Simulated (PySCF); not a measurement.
CH₅BClNO, SMILES ClB(OC)N.

Geometry optimised at B3LYP-D3(BJ)/def2-SVP. The structure was generated by enumeration, and PubChem lists no compound with its InChIKey, so it may never have been made. One conformer was computed; it need not be the lowest.

Computed with B3LYP-D3(BJ)/def2-SVP (PySCF).

Frequencies are harmonic and unscaled.

Computed vibrational spectrum:
```
mode  ν (cm⁻¹)  IR (km/mol)  Raman (Å⁴/amu)  depolarisation   moving atoms (share of kinetic energy)
----  --------  -----------  --------------  --------------  ---------------------------------------
1          129          2.4             0.1            0.75                   H 37 %, O 32 %, C 18 %
2          130          0.4             0.2            0.75                           H 81 %, O 13 %
3          223          0.7             0.5            0.61   C 28 %, H 24 %, N 21 %, O 10 %, Cl 9 %
4          315          0.9             1.2            0.70  N 28 %, H 20 %, Cl 18 %, C 14 %, O 14 %
5          395        150.6             0.8            0.75                           H 84 %, N 14 %
6          405          6.5             2.7            0.32          Cl 43 %, O 21 %, H 16 %, C 13 %
7          523         22.4             0.9            0.75                                   H 88 %
8          591         20.9             0.7            0.75                    B 74 %, O 11 %, H 8 %
9          671         33.6             4.2            0.15  N 26 %, H 22 %, O 20 %, B 17 %, Cl 16 %
10         871          3.4             3.2            0.18                   H 51 %, N 21 %, O 18 %
11        1084          0.4             3.2            0.44           C 34 %, O 27 %, B 18 %, H 16 %
12        1174          0.8             2.8            0.75                           H 76 %, C 19 %
13        1199         40.9             2.4            0.75                    H 67 %, C 19 %, B 9 %
14        1255        412.3             4.5            0.33           B 47 %, O 19 %, H 16 %, N 12 %
15        1406        268.9             2.6            0.61           H 43 %, B 35 %, O 11 %, C 10 %
16        1476         12.4            15.6            0.75                                   H 96 %
17        1477          5.4            19.8            0.75                                   H 97 %
18        1507         72.1             3.4            0.56                   H 68 %, B 17 %, O 10 %
19        1595        251.9             4.7            0.75                   H 63 %, N 20 %, B 14 %
20        2991         53.2           133.6            0.02                                   H 97 %
21        3059         43.5            63.9            0.75                           H 90 %, C 10 %
22        3123         23.1            96.9            0.55                            H 91 %, C 9 %
23        3611         39.8           105.1            0.12                                   H 96 %
24        3714         36.8            57.6            0.75                            H 91 %, N 9 %
```
